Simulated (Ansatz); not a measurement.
Isolated molecules relaxed with PBE0-D4/def2-TZVP in Ansatz; ΔE leaves out vibrations. CBS: MP2 limit from def2 TZ/QZ plus the TZ coupled-cluster correction, frozen cores. DFT in def2-TZVPP. B3LYP here is the variant with VWN-RPA as its local correlation; programs differ in this. HSE06 is defined as in plane-wave codes. For Ge outer-core shells are correlated without core-valence functions, which leaves a few kJ/mol of doubt a bond. Scalar relativity is left out up to krypton. Each species was taken in one conformer, which may not be the lowest.

Reaction (cleavage of the Si–Si bond): `F[Si]1([SiH3])BO1` + `S[CH2][GeH3]` → `[SiH3]S[CH2][GeH3]` + `F[SiH]1BO1`

```
        level  ΔE (kJ/mol)  difference from CCSD(T)/CBS
  LDA (SPW92)        -38.4                         15.6
      PBE0-D4        -44.7                          9.3
     B3LYP-D4        -48.4                          5.6
      ωB97M-V        -54.3                         -0.3
       B2PLYP        -52.2                          1.8
       r2SCAN        -47.9                          6.1
        B3LYP        -46.2                          7.8
        HSE06        -43.6                         10.4
    CAM-B3LYP        -49.0                          5.0
CCSD/def2-SVP        -48.4                          5.6
  CCSD(T)/CBS        -54.0                            0
```

Largest T1 diagnostic among the species: 0.016.

Leaving LDA and LC-ωPBE aside and taking each functional with its dispersion term where it has one, the values, not all of them listed here, spread over 15.2 kJ/mol, from ωB97M-V to PBE-D4. From PBE to PBE0 (25 % exact exchange), in def2-TZVPP and without D4, ΔE moves by −5.8 kJ/mol. At CCSD(T), def2-SVP lies +6.5 kJ/mol from the extrapolated value and def2-TZVPP +2.5 kJ/mol.

CCSD(T)/CBS has its own doubt, a few kJ/mol and more with outer-core shells, so smaller differences from it don't rank the levels.
